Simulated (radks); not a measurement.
Tl LVIII, configuration [Ar] 3d6. Calculated with a radial shooting solver on a logarithmic mesh with Libxc functionals: scalar-relativistic Kohn-Sham, r2SCAN, spin-polarised, spherical densities, finite nucleus; open shells are filled with parallel spins first (spin-orbit coupling, left out, can overturn this in heavy ions); meta-GGA in the generalised Kohn-Sham scheme; Fermi nuclear charge, rms radius 5.4759 fm.

Unscreened Slater integrals over Kohn-Sham orbitals (cm^-1). They are taken over the spin-up orbitals.

| integral | value |
|---|---|
| F0(3d,3d) | 1300700 |
| F2(3d,3d) | 671280 |
| F4(3d,3d) | 433990 |
| F0(3d,3p) | 1209500 |
| F2(3d,3p) | 581030 |
| G1(3d,3p) | 620770 |
| G3(3d,3p) | 415510 |
| F0(3d,3s) | 1208200 |
| G2(3d,3s) | 490090 |
| F0(3p,3p) | 1157300 |
| F2(3p,3p) | 578290 |
| F0(3p,3s) | 1154100 |
| G1(3p,3s) | 752040 |
| F0(3s,3s) | 1153600 |

Derived for the open shells (J is the average intra-shell exchange parameter used in DFT+U). 3d: Racah B = F2/49 - 5 F4/441 = 8779 cm^-1, C = 35 F4/441 = 34440 cm^-1, C/B = 3.92, F4/F2 = 0.647, J = (F2 + F4)/14 = 78950 cm^-1.
